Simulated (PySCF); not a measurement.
Checking a proposed structure

A compound C₇H₆O gives the data below (simulated from a calculation) and was assigned the structure `C=C1C=C(C=O)C1=C`.

$^{13}$C{$^{1}$H} NMR (computed): δ 183.8 (C), 155.8 (C), 141.7 (CH), 133.0 (CH2), 129.8 (CH2), 92.1 (CH), 86.7 (C).

$^{1}$H NMR (600 MHz, computed): δ 6.81 (m, 1H), 6.23 (br s, 1H), 6.13 (m, 1H), 5.87 (m, 1H), 5.64 (br s, 1H), 2.90 (s, 1H).

Theoretical values (PySCF): coordinates at the GFN2-xTB level, GIAO PBE0/pcSseg-1 shieldings. No solvent, a single conformation, non-relativistic Hamiltonian.

References, each an isolated molecule treated in the same way: $^{1}$H (σref 31.72) and $^{13}$C (σref 186.93) vs TMS.

(1) Compare with the shifts computed for the proposed structure, pairing carbons in order of shift.

(2) Which isomer fits?

Answers

(1) Atom-mapped SMILES (the numbers label the heavy atoms): `[CH2:1]=[C:2]1[CH:3]=[C:4]([CH:5]=[O:6])[C:7]1=[CH2:8]` (H(Xn): hydrogen on atom n).

```csv
atom,computed for proposal,given list,difference
C5,189.1,183.8,+5.3
C3,159.6,155.8,+3.8
C2,154.9,141.7,+13.2
C4,154.8,133.0,+21.8
C7,152.0,129.8,+22.2
C1,114.0,92.1,+21.9
C8,100.6,86.7,+13.9
```

The rms difference is 16.3 ppm and the largest +22.2 ppm at C7 (fully substituted alkene carbon). The carbon types in order of shift don't match either: CH, CH, C, C, C, CH2, CH2 for the proposal against C, C, CH, CH2, CH2, CH, C in the data. The proposal doesn't fit.

(2) `C(C#C)(=O)C(=C)C=C`.

Carbon types of the structure: 3 × C, 2 × CH, 2 × CH2, which accounts for all hydrogens. δC 155.8: α carbon of a C=C–C=O unit; the olefinic region. δC 141.7: alkene CH; as expected for a trigonal carbon in a double bond. δC 133.0: β carbon of a C=C–C=O unit; conjugation with the carbonyl draws π density from the β position. δC 92.1: terminal alkyne carbon; the triple bond shields along its axis, which puts it between sp3 and sp2 carbons.

Other isomers checked: C=C1C=CC(=O)C=C1 (rms 26.5 ppm).

The data come from this structure; uniqueness wasn't tested.

Shifts are as computed. Against solution values, carbons near 30 ppm lie about +3 ppm off and those near 130 ppm about +5 ppm. Of 1211 compounds with measured shifts, 218 miss one by over three times the rms of a fit or turn the order of signals round; such compounds aren't used in these exercises. No couplings were computed; multiplicities are counted from neighbouring protons, with m where these are inequivalent, close in shift, in a saturated or five-membered ring or joined by F or P, and br s for small geminal =CH2 splittings.
